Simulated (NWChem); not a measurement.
CH₃CdCl; SMILES [Cd]([Cl])[CH3]

def2 effective core potentials on Cd; no spin-orbit coupling.

Q: Give the equilibrium geometry at PBE-D3(BJ)/def2-SVP with def2 effective core potentials on Cd (NWChem) as an XYZ file, with the point group.

A: point group C3v; any orientation.
```
6

Cd    -0.3479    -0.1410     0.0002
Cl     0.2007     2.1045    -0.0001
C     -0.8473    -2.1858     0.0005
H     -0.3049    -2.6992    -0.8161
H     -1.9371    -2.3008    -0.1529
H     -0.5629    -2.6359     0.9705
```
